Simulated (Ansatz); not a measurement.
Gas-phase reaction in SMILES: [Cl][Hg][Cl] -> [Cl][Hg][Cl] as doublet, charge -1 (an electron is taken up)
Structures are relaxed separately at B3LYP-D3(BJ)/def2-TZVP in Ansatz (a quantum-chemistry and plane-wave program). Frequencies are from Ansatz. [Cl][Hg][Cl] as doublet, charge -1: The spin state was set by rule; other spins were not relaxed. A spin state is the lowest found, not a proven ground state.

Wanted: adiabatic electron affinity (0 K, with B3LYP-D3(BJ) harmonic zero-point energies), positive where the reaction releases energy, in eV. Cores are frozen in the correlated levels unless marked. UHF or UKS for open shells. Spin-orbit coupling is left out. The frozen core is the preceding noble-gas configuration, with the filled d and f shells of earlier blocks. In def2 rows, elements after Kr have scalar-relativistic effective core potentials. Anions need diffuse functions: def2-D sets add few; the other sets have none. CBS(X,Y): correlation extrapolated as X^-3; Hartree-Fock from the larger set.

| level | program | adiabatic electron affinity (eV) |
|---|---|---|
| HF/def2-SVPD | Ansatz | 1.53 |
| HF/def2-QZVPPD | Ansatz | 1.18 |
| BLYP/def2-TZVPD | Ansatz | 1.97 |
| revPBE-D4/def2-TZVPD | Ansatz + dftd4 | 1.85 |
| revPBE/def2-TZVPD | Ansatz | 1.84 |
| B3LYP-D3(BJ)/def2-TZVPD | Ansatz + dftd3 | 1.98 |
| PBE0/def2-QZVPP | Ansatz | 1.62 |
| BHLYP-D3(BJ)/def2-TZVPD | Ansatz + dftd3 | 1.72 |
| r2SCAN0/def2-TZVPD | Ansatz | 1.73 |
| CAM-B3LYP-D3(BJ)/def2-TZVPD | Ansatz + dftd3 | 1.80 |
| LC-wPBE/def2-TZVPD | Ansatz | 1.49 |
| wB97X-V/def2-TZVPD | Ansatz | 1.55 |
| PBE-QIDH/def2-TZVPD | Ansatz | 1.56 |
| MP2/def2-SVP | Ansatz | 1.01 |
| MP2/def2-TZVPP | Ansatz | 1.32 |
| RI-MP2/CBS(def2-TZVPPD,def2-QZVPPD) | Ansatz | 1.51 |
| SCS-MP2/def2-SVP | Ansatz | 1.00 |
| CCSD/def2-TZVPPD | Ansatz | 1.57 |
| CCSD(T)/def2-SVP | Ansatz | 1.03 |
| CCSD(T)/def2-TZVPP | Ansatz | 1.40 |
